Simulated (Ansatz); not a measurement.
A run for Ansatz (a program for electronic structure): U-CCSD(T)/def2-SVP on ClGaH2 (SMILES [Cl][GaH2]), a point of a bond scan (R = 2.924 Å). The run froze 19 orbitals, filled d shells among them.

Ansatz 0.2 input:
```yaml
crystal:
  periodic: [false, false, false]
  atoms:
    - {symbol: Ga, position_ang: [-0.00289679, -0.23188832, -0.67116797]}
    - {symbol: H, position_ang: [-1.40910429, -0.31184703, -1.33456264]}
    - {symbol: H, position_ang: [1.39793515, -0.58224349, -1.25325605]}
    - {symbol: Cl, position_ang: [0.00903205, 0.72301668, 2.09266966]}
basis:
  gaussian:
    orbitals: def2-SVP
correlation: {method: ccsd_t, electrons: outside_noble_gas}
scf: {omitted_lower_state_checks: [cluster_reference]}
magnetization: {spin_polarized: true, initial_magnetization: 0}
```

Output:

```
WARN ansatz: RAYON_NUM_THREADS=1 ignored (pool sized by the plan → 1); use --threads N
Functional definition: HF
these checks for a lower state are left out or cut short: cluster_reference
integrals: 0.05 GiB planned
585 factors; integrals over basis functions are off by at most 1.2e-3 eV
mean field: 0.19 GiB planned
mean field evaluation 1: about -64856.4796 eV, gradient 1.4e1 eV
mean field evaluation 2: about -64856.4802 eV, gradient 1.4e1 eV
mean field evaluation 4: about -64858.2089 eV, gradient 1.4e0 eV
mean field evaluation 8: about -64858.2306 eV, gradient 7.4e-4 eV
mean field evaluation 16: about -64856.5843 eV, gradient 7.9e0 eV
mean field -64858.23063351 eV, -2383.4960132939 hartree, gradient 5.1e-6 eV, S^2 0.000000; 2 other end points of the search recorded, 0 dependent functions left out
19 core orbitals not correlated
reference -64858.23063351 eV, -2383.4960132939 hartree; 6, 6 occupied and 35, 35 virtual orbitals, 585 factors
second order -5.35017096 eV of doubles, -0.00000000 eV of singles
coupled cluster: 0.11 GiB planned
cycle   1  -5.89335497 eV  change   -5.4e-1 eV  update   7.3e-2
cycle   2  -6.08743483 eV  change   -1.9e-1 eV  update   2.7e-2
cycle   3  -6.15384835 eV  change   -6.6e-2 eV  update   1.8e-2
cycle   4  -6.15058346 eV  change    3.3e-3 eV  update   5.7e-3
cycle   5  -6.14871771 eV  change    1.9e-3 eV  update   2.0e-3
cycle   6  -6.14869402 eV  change    2.4e-5 eV  update   7.4e-4
cycle   7  -6.14867271 eV  change    2.1e-5 eV  update   2.0e-4
cycle   8  -6.14870011 eV  change   -2.7e-5 eV  update   7.8e-5
cycle   9  -6.14871924 eV  change   -1.9e-5 eV  update   2.7e-5
cycle  10  -6.14871186 eV  change    7.4e-6 eV  update   9.9e-6
perturbative correction -0.14160062 eV, -0.0052037270 hartree
Total energy: -64864.52094600 eV, -2383.7271780141 hartree
Checks for a lower state left out: cluster_reference
```

Self-consistency was reached.

Cost: about 4 core-seconds (a rough figure).
